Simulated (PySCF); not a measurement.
C7H6ClF.
Numbering: `[F:1][C:2]1=[CH:3][C@@H:4]2[CH2:5][C@H:6]1[CH:7]=[C:8]2[Cl:9]` (hydrogens: H10 on C3; H11 on C4; H12, H13 on C5; H14 on C6; H15 on C7)

Linear response at PBE0/def2-SVPD (PySCF, frozen core in the response, non-relativistic). Isolated species at its PBE0-D3(BJ)/def2-SVP geometry, gas phase.

Static isotropic polarisability: 86.43 au (12.81 Å³), principal values 72.9, 82.8, 103.6 au.

**Question.** What is the polarisability at 1064 nm and at the sodium D line?

**Answer.** 87.13 au at 1064 nm (+0.8 %), 88.79 au at 589.3 nm (+2.7 %). The rise at 589.3 nm is 3.38 times that at 1064 nm; a pure ω² law gives 3.26. The lowest singlet lies at 254 nm, shorter than both wavelengths.

**Question.** What is the isotropic C6 coefficient between two such molecules, C6 = (3/π)∫α(iω)² dω?

**Answer.** 3221 au (Eh·bohr⁶) by a ten-point quadrature over imaginary frequencies, which is 1920 eV·Å⁶ or 186 J·nm⁶/mol.

**Question.** Which effective excitation energy ω̄ makes London's formula C6 = (3/4)α²ω̄ exact here?

**Answer.** ω̄ = 4·C6/(3α²) = 0.575 Eh = 15.6 eV. A one-pole form α(ω) = α/(1 − ω²/ω̄²) fitted to the 1064 nm value gives 13.0 eV.

**Question.** How anisotropic is the static polarisability, by Δα² = ½[(α1 − α2)² + (α2 − α3)² + (α3 − α1)²]?

**Answer.** Δα = 27.1 au, or 0.31 of the isotropic value.

**Question.** The lowest 6 singlets have (eV, f): 4.88, 0.004; 5.58, 0.031; 6.13, 0.004; 6.40, 0.031; 6.63, 0.071; 6.76, 0.006. What share of the static polarisability do they carry in the sum over states α = Σ f/ω²?

**Answer.** 2.82 au, 3.3 % of α; the largest term, 1.19 au, is that of the state at 6.63 eV. Their oscillator strengths add up to 0.15. Higher states carry the rest.

**Question.** What three-body coefficient follows from the one-pole estimate C9 = (3/4)·α·C6?

**Answer.** 209000 au. This is an estimate from the two numbers above, not a computed integral.

**Question.** How many electrons N does the Slater–Kirkwood formula C6 = (3/4)·√N·α^(3/2) need to give this C6?

**Answer.** N = (4·C6/3)²/α³ = 28.6; the species has 74 electrons in all.

**Question.** What does −C6/R⁶ come to at R = 12 Å between centres?

**Answer.** -62 J/mol. This is the leading, orientation-averaged term; C8 and higher terms are left out.

Hardware: an AMD EPYC 9R14 with one thread, no GPU, shared host with 96 logical CPUs at a one-minute load of 19. Cost: 36 s wall, 1.1 GiB resident at most. This is the whole response run at PBE0/def2-SVPD, SCF included.
